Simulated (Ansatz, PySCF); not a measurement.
Gas-phase reaction (SMILES): C/C=C/Cl + 2 C (CH4) → C=C (C2H4) + CC (C2H6) [ethane] + CCl (CH3Cl) [chloromethane]; bond separation energy.

Geometries: B3LYP-D3(BJ)/def2-TZVP minima from Ansatz (an electronic-structure program). Correlated levels leave the core frozen unless marked. Spin-orbit coupling is left out. No relativistic terms. Basis-set limits of correlation are two-point, X^-3; Hartree-Fock from the larger set. [CCSD(T)-MP2]/basis is that difference in the basis named. Thermal terms are rigid-rotor harmonic-oscillator values from B3LYP-D3(BJ) frequencies (PySCF) at 298.15 K and 1 atm. 1 Eh = 627.5095 kcal/mol.

```
species      E, RI-MP2/CBS(cc-pV(T+d)Z,cc-pV(Q+d)Z)+[CCSD(T)-MP2]/cc-pV(T+d)Z (Ansatz) (Eh)  E, wB97M-V/def2-TZVPD (Ansatz) (Eh)  H - E (Eh)  G - E (Eh)
-----------  ------------------------------------------------------------------------------  -----------------------------------  ----------  ----------
C/C=C/Cl                                                                         -576.91804                           -577.47692     0.07668     0.04295
C (CH4)                                                                           -40.46125                            -40.49098     0.04840     0.02728
C=C (C2H4)                                                                        -78.47961                            -78.56640     0.05494     0.03009
CC (C2H6)                                                                         -79.71807                            -79.79204     0.07887     0.05302
CCl (CH3Cl)                                                                      -499.62820                           -500.08564     0.04161     0.01500
```

Question: Work out ΔE and ΔH, ΔG, ΔS and the equilibrium constant at 298.15 K at the first level, then ΔH at the second.

Answer: 
1. ΔE = [(-78.47961) + (-79.71807) + (-499.62820)] - [(-576.91804) + 2×(-40.46125)] = 0.01466 Eh = 9.2 kcal/mol at RI-MP2/CBS(cc-pV(T+d)Z,cc-pV(Q+d)Z)+[CCSD(T)-MP2]/cc-pV(T+d)Z.
2. The terms H - E add up to 0.00194 Eh, so ΔH = (0.01466 + (0.00194))×627.5095 = 10.4 kcal/mol.
3. The terms G - E add up to 0.00060 Eh, so ΔG = 9.6 kcal/mol, and ΔS = (0.00194 - (0.00060))×627509.5/298.15 = 2.8 cal/(mol K).
4. log10 K = -ΔG/(RT ln 10) = -7.0, with RT ln 10 = 1.3642 kcal/mol.
5. At wB97M-V/def2-TZVPD the same steps give ΔE = 9.3 and ΔH = 10.5 kcal/mol, a shift of +0.1 from the first level.
6. These values are not checked against measurement here, since the tables used lack a sound gas-phase enthalpy of formation for at least one species.
